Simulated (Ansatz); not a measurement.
Basis sets compared for Al(PF3)H3 (AlPH3F3). Total charge 0; singlet. Geometry B3LYP-D4/def2-SVP. Ansatz on 2 threads of Intel Xeon Platinum 8375C on a shared host; times are rough, and most runs start from earlier orbitals.

```csv
atom,x (Å),y (Å),z (Å)
Al1,0.381,-1.021,-1.059
F2,0.767,1.862,1.052
F3,-0.542,0.176,2.188
F4,-1.564,1.552,0.482
P5,-0.253,0.696,0.721
H6,-0.963,-1.848,-0.855
H7,1.707,-1.480,-0.310
H8,0.466,0.063,-2.220
```

Another isomer (singlet) lies 4.31 eV lower at PBE0-D4/def2-TZVP; other spin states weren't run for this one.

Binding counts from free atoms (Al doublet, F doublet, P quartet, H doublet) in the same basis, without a counterpoise term.

```tsv
level	functions	energy (Eh)	HOMO (eV)	LUMO (eV)	binding per atom (eV)	wall time
PBE-D4/def2-SVP	93	-884.1726	-7.22	-1.80	3.16	1.1 s
PBE0-D4/def2-SVP	93	-884.2216	-8.54	-0.96	3.02	1.3 s
```

Q: Estimate the rows for PBE-D4/def2-TZVP (with forces), PBE0-D4/def2-TZVP.

A: 
```json
{"level": "PBE-D4/def2-TZVP (with forces)", "functions": "185", "energy (Eh)": "-884.7818", "HOMO (eV)": "-7.28", "LUMO (eV)": "-2.16", "binding per atom (eV)": "3.21", "wall time": "2.4 s"}
{"level": "PBE0-D4/def2-TZVP", "functions": "185", "energy (Eh)": "-884.8281", "HOMO (eV)": "-8.54", "LUMO (eV)": "-1.26", "binding per atom (eV)": "3.10", "wall time": "2.6 s"}
```
